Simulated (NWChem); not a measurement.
# Correlation energy of CH₃Li

```
C
H 1 1.1088
H 1 1.1088 2 105.03
H 1 1.1088 2 105.03 3 110.50
Li 1 1.9721 2 113.61 4 124.75
```
Charge 0, spin multiplicity 1.

The numbers come from NWChem runs, not from measurements. All single points use one geometry, from PBE0/def2-SVP, a minimum by its harmonic frequencies.

Basis set: cc-pVTZ. Each correlation energy counts from its own Hartree-Fock reference.

```csv
method,correlation energy (mHa),difference from CCSD(T)
MP2,-219.7,+26.8
SCS-MP2,-226.8,+19.7
CR-CCSD[T],-245.5,+1.0
CR-CCSD(T),-245.3,+1.2
CCSD,-238.3,+8.2
CCSD+T(CCSD),-246.7,-0.3
CCSD(T),-246.5,0.0
```

The values span 27.1 mHa, from CCSD+T(CCSD) (lowest) to MP2 (highest). 

The correlated methods keep 1 core orbital frozen. The structure started from a generated list of species. No row is a measurement; the coupled-cluster row has its own basis-set and correlation limits.
